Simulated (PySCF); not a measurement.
**Pb2(OH)4: from a saddle point downhill**

PySCF 2.14.0, RKS PBE0, Pb def2-SVP with ECP60, O def2-SVP, H def2-SVP; non-relativistic Hamiltonian with scalar-relativistic core potentials where named; density fitting; no spin-orbit coupling. Relaxed within the symmetry of its start, the geometry (C2v) is

```xyz
10

Pb   -0.1344    0.0000    1.9681
Pb   -0.1344    0.0000   -1.9681
O     0.9938    0.0000    0.0000
H     1.9575    0.0000    0.0000
O    -1.4947    0.0000    0.0000
H    -2.4590    0.0000    0.0000
O     1.8465    0.0000    2.8143
H     2.6618    0.0000    2.3003
O     1.8465    0.0000   -2.8143
H     2.6618    0.0000   -2.3003
```

and its lowest harmonic modes are -154, -72, 46, 103, 118, 124 cm⁻¹ (negative: unstable). It was moved along the lowest mode and relaxed again, within the group Cs that the move left.

Where does it end, and how much lower?

In Cs, 1.467 eV lower, after 31 steps:
```xyz
10

Pb    0.0252   -0.6296    1.8526
Pb    0.0252   -0.6296   -1.8526
O     0.9306   -1.6399    0.0000
H     1.8916   -1.5267    0.0000
O    -0.8513    0.3972    0.0000
H    -1.5050    1.1055    0.0000
O     1.6901    0.6619    2.0561
H     1.9245    1.1349    1.2491
O     1.6901    0.6619   -2.0561
H     1.9245    1.1349   -1.2491
```

How do the contacts change?


| contact | saddle (Å) | end (Å) |
| --- | --- | --- |
| Pb1–O3 (OH) | 2.269 | 2.296 |
| Pb1–O5 (OH) | 2.392 | 2.292 |
| Pb1–O7 (OH) | 2.154 | 2.117 |
| Pb2–O9 (OH) | 2.154 | 2.117 |


Is the end a minimum?

No, 1 of the modes stay unstable (below −25 cm⁻¹); lowest modes -150, 41, 78, 91, 110, 116 cm⁻¹.

State: singlet.
